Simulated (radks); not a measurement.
Values are calculated unless marked as measured or tabulated.
Question: The mean radii <r> (bohr) of the occupied orbitals of an atom or ion are listed with their occupations. Code: a radial shooting solver on a logarithmic mesh with Libxc functionals. Model: Dirac Kohn-Sham, PBE, spin-unpolarised, spherical densities, point nucleus.

orbital      occ.      <r>
1s1/2           2  0.03040
2s1/2           2   0.1313
2p1/2           2   0.1112
2p3/2           4   0.1164
3s1/2           2   0.3579
3p1/2           2   0.3493
3p3/2           4   0.3603
3d3/2           4   0.3324
3d5/2           6   0.3359
4s1/2           2   0.8670
4p1/2           2   0.9178
4p3/2           4   0.9451
4d3/2         2.8    1.126
4d5/2         4.2    1.137
5p1/2    0.666667    2.433
5p3/2     1.33333    2.495

Name the element and its charge. Open shells, if any, are shared by 2j + 1.

Answer: Z = 48, cadmium, charge +3: Cd3+ in [Kr] 4d7 5p2. The 1s radius gives Z: for a bare nucleus <r> = (2 gamma + 1)/(2Z) with gamma = sqrt(1 - (Z/c)^2), 0.02993 bohr for Z = 48, and screening makes it slightly larger (0.03040 here). The occupations add up to 45, and the charge is Z minus that.
